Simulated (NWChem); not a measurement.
System: BO, doublet; SMILES [B]=O

Here is an NWChem input.

```
start job
memory heap 200 mb stack 900 mb global 1100 mb
geometry units angstroms noautosym nocenter noautoz
  B      0.000000     0.000000    -0.737635
  O      0.000000     0.000000     0.464187
end
basis spherical
  B library aug-cc-pvtz-j
  O library aug-cc-pvtz-j
end
dft
  odft
  mult 2
  xc bhlyp
  iterations 150
end
property
  hyperfine
end
task dft property
```

All runs use the structure optimised with PBE0/def2-SVP, spin-unrestricted. No stability test was run on the SCF state.

Fermi-contact couplings, non-relativistic, static geometry.

Atoms are numbered as in the input.

### Question
Predict the main results of this run. (BHandHLYP/aug-cc-pVTZ-J, spin-unrestricted, contact and dipolar terms.) Quantities: A(iso) 11B atom 1 (MHz); A(iso) 17O atom 2 (MHz); <S²>.

### Answer
```
Item                     Result
-----------------------  ------
A(iso) 11B atom 1 (MHz)    1139
A(iso) 17O atom 2 (MHz)   -14.6
<S²>                      0.758
```
